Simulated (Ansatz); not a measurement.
Reaction (ligand exchange at the Si–F bond): `O[SiH2]F` + `N[SiH](O)O` → `O[SiH2]N[SiH](O)O` + H–F

Gas-phase electronic energies from Ansatz, PBE0-D4/def2-TZVP geometries. CBS: MP2 limit from def2 TZ/QZ plus the TZ coupled-cluster correction, frozen cores. This one scheme is used for every species. DFT in def2-TZVPP. One conformer a species, not always the lowest.

```
      level  ΔE (eV)
    BLYP-D4     0.75
HF/def2-SVP     0.78
```

Question: What does CCSD(T)/CBS give? (An estimate is asked.)

Answer: Ansatz gave: +0.74 eV. The listed levels differ from it by 0.01, 0.04 eV.

Largest T1 diagnostic among the species: 0.012.

From BLYP to BHLYP (50 % exact exchange), in def2-TZVPP and without D4, ΔE moves by −0.04 eV. In def2-TZVPP, CCSD(T) changes the Hartree–Fock value by −0.25 eV (the triples alone add −0.04 eV) and MP2 by −0.26 eV.
